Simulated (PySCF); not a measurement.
## Dipole moment and polarisability of `F[SiH]1N[SiH2]N[SiH2]N1`

Compound: FH8N3Si3.
Structure used (GFN2-xTB), in Å, numbered top down from 1:
```xyz
15
FH8N3Si3 angstrom
F     -1.8702   -2.0086    1.4879
Si    -1.2064   -1.2246    0.2404
N      0.4841   -1.5053    0.2959
Si     1.7275   -0.4582   -0.2883
N      0.9437    1.0149   -0.7351
Si    -0.4639    1.7482   -0.0534
N     -1.4714    0.4518    0.4825
H     -1.8707   -1.7742   -0.9340
H      0.7781   -2.4088    0.6232
H      2.3459   -0.9933   -1.5098
H      2.7128   -0.2803    0.7888
H      1.4939    1.6247   -1.3148
H     -0.1611    2.6042    1.1033
H     -1.1112    2.5055   -1.1336
H     -2.3355    0.7119    0.9250
```

Level: CAM-B3LYP/def2-SVPD (PySCF), static field, nuclei fixed, core orbitals frozen in the response. The polarisability tensor in these axes (au):

```
x   94.08 -0.97 -2.63
y   -0.97 94.47 -0.92
z   -2.63 -0.92 79.25
```

Problem. Diagonalise the tensor; give its mean and Δα, where Δα² is half the sum of the squared differences of the eigenvalues.

Solution. Principal values 78.73, 93.74 and 95.33 au; mean 89.27 au = 13.23 Å³ = 14.72 × 10⁻⁴⁰ C²·m²/J; Δα = 15.87 au (18 % of the mean).

Problem. What is the dipole moment, and where does it point?

Solution. (0.97, 1.06, -1.04) D, 1.77 D in size, pointing from the negative to the positive side. Measured along this direction, the outermost atoms are F1 at the negative end and H12 at the positive end.

Problem. How large is μ²/3kT at 273 K beside α?

Solution. In Gaussian units μ²/3kT = 27.83 Å³ against 13.23 Å³, a ratio of 2.10; the Debye molar polarisation (4π/3)N_A(α + μ²/3kT) is 103.6 cm³/mol, leaving out the vibrational part.

Problem. Refractivity n − 1 of an ideal gas of it at 400 K and 1 atm, from the electronic α?

Solution. N = p/kT = 1.8347 × 10¹⁹ cm⁻³, so n − 1 = 2π × N × 13.23 × 10⁻²⁴ cm³ = 1525 × 10⁻⁶ at long wavelengths, for an ideal gas.

Problem. Find the Langevin capture rate constant for H3O+ (19.018 u) meeting this molecule (153.001 u), k = 2.342 × 10⁻⁹ cm³/s × √(α in Å³ / reduced mass in u).

Solution. The reduced mass is 16.92 u, so k = 2.07 × 10⁻⁹ cm³/s. The formula leaves out the permanent dipole, which adds to the capture rate.

Problem. Give the principal axes and the span of the nuclei along them.

Solution. Largest value along (-0.70, 0.71, 0.07), where the nuclei span 4.93 Å; middle along (0.69, 0.70, -0.17), 5.35 Å; least along (0.17, 0.07, 0.98), 2.59 Å. The strongest response doesn't lie along the longest of the three spans.

Problem. Traceless (Buckingham) quadrupole moment about the centre of nuclear charge: eigenvalues?

Solution. -6.01, -1.72, 7.73 D·Å. The values depend on the origin, since the dipole doesn't vanish. The electronic extent ⟨r²⟩ about the same centre is 1321 bohr², a root-mean-square distance of 2.15 Å for the 80 electrons.

Isolated species at its GFN2-xTB geometry (one conformer only).

The run behind these numbers computed excited states as well. Hardware: one thread, x86-64 server (shared host). Cost: 43 s.
